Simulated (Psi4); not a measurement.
Pair of molecules, SMILES C=O with SMILES [H][H] (the first has 4 atoms); geometry from B3LYP-D3(BJ)/def2-TZVP, rigid monomers moved along the line of their centres of mass till C1···H5 is 5.50 Å.
(charge 0, multiplicity 1):
```xyz
6

C     -0.3507    -0.5069     0.0418
O      0.3292     0.2420    -0.6019
H     -1.4029    -0.2741     0.2960
H      0.0351    -1.4735     0.4195
H      0.0814     0.5653     5.4182
H     -0.3596     0.0693     5.7554
```

Level of theory: SAPT0/jun-cc-pV(D+d)Z run with Psi4.

Task: Give the four SAPT terms and the total, and say what mostly holds the pair together.

Result: electrostatics -0.03, exchange 0.00, induction 0.00, dispersion -0.01, total -0.04 kcal/mol; the largest attraction is electrostatics.
